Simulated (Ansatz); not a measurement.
HS2 (SMILES [S]S) moved off its minimum; all values from Ansatz (a program for electronic structure), cores frozen in correlated methods. Open shells are unrestricted.
(charge 0, multiplicity 2)
```xyz
3

S      0.9974    -0.5009    -0.0364
S     -0.8856     0.4317    -0.0128
H     -1.6197    -0.4639    -0.0551
```

### Question
Give the forces (eV/Å), the total energy and the dipole at CCSD(T)/aug-cc-pV(T+d)Z.

### Answer

| atom | Fx | Fy | Fz |
|---|---|---|---|
| S1 | -1.823 | 0.652 | 0.013 |
| S2 | 6.570 | 5.782 | 0.288 |
| H3 | -4.747 | -6.434 | -0.300 |
Energy -796.0356 hartree, dipole 1.34 D.
